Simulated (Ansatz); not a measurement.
The same stannylene extrusion along the group C, Si, Ge, Sn.

Computed with Ansatz on PBE0-D4/def2-TZVP structures; ΔE is electronic, products minus reactants. CBS: MP2 limit from def2 TZ/QZ plus the TZ coupled-cluster correction, frozen cores. Small cases extrapolate CCSD(T) itself. Functionals use def2-TZVPP. def2 core potentials past Kr. For Ge, Sn outer-core shells are correlated without core-valence functions, which leaves a few kJ/mol of doubt a bond. Scalar relativity is left out up to krypton.

```tsv
reaction	CCSD(T)/CBS(def2) (kJ/mol)
`ClCCl` → `Cl[C]Cl` + H₂	359
`Cl[SiH2]Cl` → `Cl[Si]Cl` + H₂	165
`[Cl][GeH2][Cl]` → `[Cl][Ge][Cl]` + H₂	61
`[Cl][SnH2][Cl]` → `[Cl][Sn][Cl]` + H₂	?
```

(1) Fill in the missing values. (Best estimate.)

Largest T1 diagnostic: 0.020, for `Cl[C]Cl`.

Extrapolated directly: `ClCCl` → `Cl[C]Cl` + H₂.

Answers

(1) Ansatz gave: `[Cl][SnH2][Cl]` → `[Cl][Sn][Cl]` + H₂: -23.4 kJ/mol.
